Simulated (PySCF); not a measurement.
Vertical excitations of a molecule CH₈N₂Si from TDDFT-PBE0/def2-SVPD in PySCF 2.14.0, as energy in eV (oscillator strength): 6.11 (0.058), 6.89 (0.060), 6.99 (0.007), 7.40 (0.010), 7.58 (0.000), 7.99 (0.003), 8.17 (0.003), 8.19 (0.029), 8.33 (0.003), 8.34 (0.001). Lowest triplet (TDA): 5.77 eV. Geometry optimised at B3LYP-D3(BJ)/def2-SVP. Other conformers were not sampled.

Problem. Which molecule gave these data?
A) CN[SiH2]N
B) C[SiH](N)N
C) NC[SiH2]N

Solution. B, C[SiH](N)N
